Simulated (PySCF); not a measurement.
**Dipole response of Br²⁺ (bromine, charge +2)**

[Ar] 3d10 4s2 4p3, high-spin 4S determinant. All numbers are calculated (PySCF 2.14, the non-relativistic Hamiltonian (point nucleus), in def2-QZVPPD (12s8p5d4f1g, 98 functions)). Coupled (time-dependent) response in atomic units; α is the mean over directions.

| method | mean α (bohr³) | C₆ (like pair) | S(−4) |
| --- | --- | --- | --- |
| wB97X-V | 8.454 | 41.11 | 16.64 |

S(−4) is the Cauchy moment in α(ω) = α(0) + S(−4) ω² + …

α(iu) at wB97X-V:

| u (hartree) | α(iu) (bohr³) |
| --- | --- |
| 0 | 8.454 |
| 0.0500 | 8.412 |
| 0.100 | 8.291 |
| 0.200 | 7.844 |
| 0.300 | 7.210 |
| 0.500 | 5.771 |
| 0.750 | 4.215 |
| 1.00 | 3.110 |
| 1.50 | 1.853 |
| 2.00 | 1.239 |
| 3.00 | 0.6969 |
| 5.00 | 0.3441 |

A single London oscillator, α(iu) = α/(1 + u²/ω²), gives C₆ = (3/4) ω α². Matching the computed C₆ needs ω = 4 × 41.11 / (3 × 8.454²) = 0.767 hartree.

For an ion, C₆ is the dispersion term alone; charge-induced terms of lower order in 1/R come first.
